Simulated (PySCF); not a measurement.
Compound: (SiH3)2PPF2, F2H6P2Si2.
SMILES with atom numbers: `[F:1][P:2]([F:3])[P:4]([SiH3:5])[SiH3:6]` (hydrogens: H7, H8, H9 on Si5; H10, H11, H12 on Si6)

A GFN2-xTB structure was refined with PySCF 2.14.0, PBE0-D3(BJ)/def2-SVP geometry optimisation, gas phase. Its GFN2-xTB values:

```json
{"coordinate": "F1–P2", "GFN2-xTB": "1.588 Å"}
{"coordinate": "P2–F3", "GFN2-xTB": "1.606 Å"}
{"coordinate": "P2–P4", "GFN2-xTB": "2.163 Å"}
{"coordinate": "P4–Si5", "GFN2-xTB": "2.232 Å"}
{"coordinate": "Si5–H7", "GFN2-xTB": "1.453 Å"}
{"coordinate": "F1–P2–F3", "GFN2-xTB": "93.6°"}
{"coordinate": "F1–P2–P4", "GFN2-xTB": "99.1°"}
{"coordinate": "P2–P4–Si5", "GFN2-xTB": "91.6°"}
{"coordinate": "Si5–P4–Si6", "GFN2-xTB": "102.4°"}
{"coordinate": "F1–P2–P4–Si5", "GFN2-xTB": "-177°"}
```

Task: How do these coordinates change at the PBE0-D3(BJ)/def2-SVP level?

Result: 
| coordinate | PBE0-D3(BJ)/def2-SVP (Å or °) | change |
| --- | --- | --- |
| P2–P4 | 2.239 | +0.076 |
| Si5–H7 | 1.494 | +0.041 |
| P4–Si5 | 2.269 | +0.037 |
| F1–P2 | 1.611 | +0.023 |
| P2–F3 | 1.622 | +0.016 |
| Si5–P4–Si6 | 95.5 | -6.9 |
| P2–P4–Si5 | 95.9 | +4.3 |
| F1–P2–F3 | 97.8 | +4.2 |
| F1–P2–P4 | 98.1 | -1.0 |
| F1–P2–P4–Si5 | -143 | +34 |

The energy falls by 5.9 kcal/mol over 19 energy and gradient evaluations, the largest force component goes from 0.0210 to 4.0e-04 Eh/bohr, and the atoms move by 0.429 Å rms after alignment. The bond that changes most is P2–P4 (both ends three-coordinate phosphorus), which lengthens by 0.076 Å. Bonds longer at the end by more than 0.005 Å: 10 of 11; shorter: 1. Among the dihedrals that turn most is F3–P2–P4–Si6, from 176° to -140°. Rotational constants go from 1720, 1327, 850.3 to 1813, 1163, 823.9 MHz.

The run used 130 basis functions and 128 SCF cycles in all.

Whether it is a minimum is left open (no frequencies). One conformer, not necessarily the lowest.
